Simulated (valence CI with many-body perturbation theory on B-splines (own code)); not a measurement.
## Ir⁴³⁺: fill in the table

Calculated by configuration interaction combined with many-body perturbation theory (CI+MBPT): six valence electrons over a frozen Dirac-Fock core [Ar] 3d10, a basis of 9 s, 9 p, 8 d, 6 f, 3 g, 1 h functions for each j, with the one-electron correlation potential Σ1, the two-electron term Σ2, the three-electron term Σ3, Breit, model QED; selected CI, second order for the rest, scaled by the run's own slope (own B-spline code, finite nucleus).

The last digits are not significant, and no measured levels were compared; by estimate large intervals hold to a few tenths of a per cent, small ones and those within an open d or f shell to about a per cent. Among the levels kept, up to 660 cm⁻¹ of a level comes from second order outside the variational space, and about a tenth of that is noise between levels of different J, which matters for small intervals.

```
                             Level  E (cm⁻¹)
        (4s^2 4p1/2^2 4p3/2^2) J=2         0
        (4s^2 4p1/2^2 4p3/2^2) J=0     75593
          (4s^2 4p1/2 4p3/2^3) J=1    923000
          (4s^2 4p1/2 4p3/2^3) J=2    961150
    (4s^2 4p1/2^2 4p3/2 4d3/2) J=2   1323400
    (4s^2 4p1/2^2 4p3/2 4d3/2) J=0   1348700
    (4s^2 4p1/2^2 4p3/2 4d3/2) J=1         ?
    (4s^2 4p1/2^2 4p3/2 4d3/2) J=3   1356600
    (4s^2 4p1/2^2 4p3/2 4d5/2) J=4   1537200
    (4s^2 4p1/2^2 4p3/2 4d5/2) J=2   1548100
    (4s^2 4p1/2^2 4p3/2 4d5/2) J=3   1653500
    (4s^2 4p1/2^2 4p3/2 4d5/2) J=1   1682100
          (4s 4p1/2^2 4p3/2^3) J=2   1828600
                (4s^2 4p3/2^4) J=0         ?
          (4s 4p1/2^2 4p3/2^3) J=1         ?
(4s^2 4p1/2 4p3/2^2 4d3/2) J=1 [a]         ?
(4s^2 4p1/2 4p3/2^2 4d3/2) J=2 [a]   2209400
    (4s^2 4p1/2 4p3/2^2 4d3/2) J=0         ?
(4s^2 4p1/2 4p3/2^2 4d3/2) J=3 [a]   2241400
    (4s^2 4p1/2 4p3/2^2 4d3/2) J=4         ?
```

Levels are named by their leading jj configuration (3d3/2^4 stands for four electrons in 3d with j = 3/2), which in mixed levels can hold well under half, so a name can repeat and another be missing. Letters in brackets count levels of one name in rising energy.

(1) The levels stand in rising order. What does the calculation give for the missing energies?

## Answers

(1) (4s^2 4p1/2^2 4p3/2 4d3/2) J=1 1349300; (4s^2 4p3/2^4) J=0 1914300; (4s 4p1/2^2 4p3/2^3) J=1 1925900; (4s^2 4p1/2 4p3/2^2 4d3/2) J=1 [a] 2208700; (4s^2 4p1/2 4p3/2^2 4d3/2) J=0 2211300; (4s^2 4p1/2 4p3/2^2 4d3/2) J=4 2277600.
